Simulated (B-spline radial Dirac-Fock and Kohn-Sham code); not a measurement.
# Binding energies of W⁴³⁺ at several levels of theory

System: W⁴³⁺, [Ar] 3d10 4s2 4p1.

The density-functional columns are spherical, spin-unpolarised Dirac-Kohn-Sham results without Breit or QED terms: −ε is minus the orbital energy of the initial state and ΔSCF the difference of two total energies. The reference in the last column comes from Dirac-Fock energy differences between relaxed states, corrected for Breit and QED terms. All numbers are from a radial finite-basis atomic code, in eV; a selection of levels is shown. For the 1s level of heavy atoms much of the gap between ΔSCF and the reference is the Breit and QED part, -349.4 eV here; for other levels the error of the functional can be larger.

| level | LDA −ε | LDA ΔSCF | Dirac-Fock |
| --- | --- | --- | --- |
| K | 71418.9 | 72007.8 | 71670.6 |
| L1 | 14030.2 | 14164.4 | 14220.2 |
| L2 | 13522.7 | 13686.7 | 13663.2 |
| L3 | 12166.5 | 12311.8 | 12320.8 |
| M1 | 4727.7 | 4784.5 | 4833.8 |
| M2 | 4505.3 | 4565.0 | 4590.4 |
| M3 | 4200.1 | 4256.1 | 4284.0 |
| M4 | 3831.9 | 3895.7 | 3893.3 |
| M5 | 3764.5 | 3826.9 | 3827.4 |
| N1 | 2279.8 | 2308.6 | 2297.8 |
| N2,3 | 2117.0 | 2145.2 | 2140.3 |

Values without a named source are computed, but for edge energies of neutral atoms, which are taken from tables.
